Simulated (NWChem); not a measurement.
System: SiNH$_{3}$BrF; SMILES N[SiH](F)Br

Output (shortened):

```
             Northwest Computational Chemistry Package (NWChem) 7.3.0
             --------------------------------------------------------

                             Geometry "geometry" -> ""
                             -------------------------

 Output coordinates in angstroms (scale by  1.889725989 to convert to a.u.)

  No.       Tag          Charge          X              Y              Z
 ---- ---------------- ---------- -------------- -------------- --------------
    1 Si                  14.0000    -0.04783900    -0.92136900     0.37642000
    2 N                    7.0000     1.46534800    -1.54515500    -0.09581300
    3 F                    9.0000    -1.29433700    -1.40956100    -0.52284800
    4 Br                  35.0000     0.04085100     1.29846200     0.16604300
    5 H                    1.0000    -0.34178700    -1.30839400     1.76709300
    6 H                    1.0000     1.72171000    -2.50045800     0.12391000
    7 H                    1.0000     1.95633000    -1.19363900    -0.90834400

 Effective nuclear repulsion energy (a.u.)     335.8386938365

                                 NWChem DFT Module
                                 -----------------

 Summary of "ao basis" -> "ao basis" (spherical)
 ------------------------------------------------------------------------------
       Tag                 Description            Shells   Functions and Types
 ---------------- ------------------------------  ------  ---------------------
 Si                          6-31g*                  8       18   4s3p1d
 N                           6-31g*                  6       14   3s2p1d
 F                           6-31g*                  6       14   3s2p1d
 Br                          6-31g*                 12       32   5s4p3d
 H                           6-31g*                  2        2   2s

 in cosmo_initialize ...
 calling solv_data for solv:benzene

 solvent parameters
 solvname_short: benzene
 solvname_long:  benzene
 dielec:        2.2706
 dielecinf:     2.2533
 nonaqueous SMD model solvent descriptors
 dielec:        2.2706
 sola:          0.0000
 solb:          0.1400
 solc:          1.0000
 solg:         40.6200
 solh:          0.0000
 soln:          1.5011

          ---------------
          -cosmo- solvent
          ---------------
 Cosmo: York-Karplus, doi: 10.1021/jp992097l
 dielectric constant -eps-     =   2.27
 screen = (eps-1)/(eps    )    =   0.55959
 surface charge correction     = lagrangian

[...]

                                COSMO-SMD solvation results
                                ---------------------------

             internal energy in gas <Psi(g)|H|Psi(g)> =     -3019.897755132665
         internal energy in solvent <Psi(s)|H|Psi(s)> =     -3019.897451657617
                               delta internal energy  =         0.000303475048 (    0.19 kcal/mol)
   total free energy in solvent <Psi(s)|H+V/2|Psi(s)> =     -3019.902627606762
 polarization energy contribution <Psi(s)|V/2|Psi(s)> =        -0.005175949145 (   -3.25 kcal/mol)
    total free energy in solvent including G(SMD-CDS) =     -3019.904573843698
                       G(SMD-CDS) energy contribution =        -0.001946236936 (   -1.22 kcal/mol)
     1 M fixed-concentration free energy of solvation =        -0.006818711032 (   -4.28 kcal/mol)

                       DFT Final Molecular Orbital Analysis
                       ------------------------------------

 Vector   32  Occ=2.000000D+00  E=-3.093402D-01
              MO Center=  2.5D-01,  6.5D-01,  1.4D-01, r^2= 3.0D+00
   Bfn.  Coefficient  Atom+Function         Bfn.  Coefficient  Atom+Function
  ----- ------------  ---------------      ----- ------------  ---------------
    57      0.610064  4 Br px                59      0.293749  4 Br pz
    53     -0.275000  4 Br px                61      0.268695  4 Br px
    23      0.157206  2 N  pz                21      0.154585  2 N  px
    55     -0.132077  4 Br pz                25      0.129259  2 N  px
    63      0.120493  4 Br pz                27      0.117286  2 N  pz

 Vector   33  Occ=2.000000D+00  E=-3.027538D-01
              MO Center=  4.5D-02,  1.1D+00,  2.2D-01, r^2= 2.1D+00
   Bfn.  Coefficient  Atom+Function         Bfn.  Coefficient  Atom+Function
  ----- ------------  ---------------      ----- ------------  ---------------
    59      0.674146  4 Br pz                57     -0.321698  4 Br px
    63      0.306433  4 Br pz                55     -0.303729  4 Br pz
    61     -0.146043  4 Br px                53      0.144922  4 Br px
    80     -0.144488  5 H  s                 51      0.091105  4 Br pz
    79     -0.089118  5 H  s                 24      0.082546  2 N  s

 Vector   34  Occ=2.000000D+00  E=-2.787086D-01
              MO Center=  1.1D+00, -9.5D-01, -6.5D-03, r^2= 2.8D+00
   Bfn.  Coefficient  Atom+Function         Bfn.  Coefficient  Atom+Function
  ----- ------------  ---------------      ----- ------------  ---------------
    23      0.357947  2 N  pz                57     -0.325381  4 Br px
    27      0.299377  2 N  pz                21      0.281307  2 N  px
    25      0.248869  2 N  px                22      0.241077  2 N  py
    26      0.193253  2 N  py                61     -0.150011  4 Br px
    53      0.145336  4 Br px                59     -0.145433  4 Br pz

 Vector   35  Occ=0.000000D+00  E= 1.739893D-02
              MO Center= -5.4D-02,  6.5D-02,  3.0D-01, r^2= 4.3D+00
   Bfn.  Coefficient  Atom+Function         Bfn.  Coefficient  Atom+Function
  ----- ------------  ---------------      ----- ------------  ---------------
    10      0.961513  1 Si s                 12      0.813468  1 Si py
    62      0.810904  4 Br py                60     -0.658874  4 Br s
     8      0.509556  1 Si py                 6      0.452730  1 Si s
    58      0.365700  4 Br py                56      0.333415  4 Br s
    82      0.252440  6 H  s                 80     -0.228795  5 H  s

[...]
```

Level: B3LYP/6-31G* (spherical d), SMD on the gas-phase geometry. Geometry: optimised at B3LYP/6-31G* (spherical d). Solvent: benzene.

Task: Write an input that gives this output.

Result: This is not unique; one that fits is the input that was run:
```
start job
memory heap 200 mb stack 900 mb global 1100 mb
geometry units angstroms noautosym nocenter noautoz
  Si    -0.047839    -0.921369     0.376420
  N      1.465348    -1.545155    -0.095813
  F     -1.294337    -1.409561    -0.522848
  Br     0.040851     1.298462     0.166043
  H     -0.341787    -1.308394     1.767093
  H      1.721710    -2.500458     0.123910
  H      1.956330    -1.193639    -0.908344
end
basis spherical
  * library 6-31g*
end
dft
  xc b3lyp
  iterations 150
end
cosmo
  do_cosmo_smd true
  solvent benzene
end
task dft energy
```
